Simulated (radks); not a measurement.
Problem. Species: the silicon ion Si2+. Configuration: [Ne] 3s2. Method: Dirac Kohn-Sham, SOGGA, spin-unpolarised, spherical densities, point nucleus; computed with a radial shooting solver on a logarithmic mesh with Libxc functionals. Some entries of the table are withheld. Estimate them.

orbital,occ.,eigenvalue (hartree),r(max) (bohr)
1s1/2,2,-66.28925,(1)
2s1/2,2,-5.89040,(2)
2p1/2,2,(3),(4)
2p3/2,4,(5),(6)
3s1/2,2,(7),(8)

Solution. 
(1) 1s1/2 r(max) (bohr): 0.07270
(2) 2s1/2 r(max) (bohr): 0.4549
(3) 2p1/2 eigenvalue (hartree): -4.30072
(4) 2p1/2 r(max) (bohr): 0.3864
(5) 2p3/2 eigenvalue (hartree): -4.27689
(6) 2p3/2 r(max) (bohr): 0.3881
(7) 3s1/2 eigenvalue (hartree): -1.04275
(8) 3s1/2 r(max) (bohr): 1.700
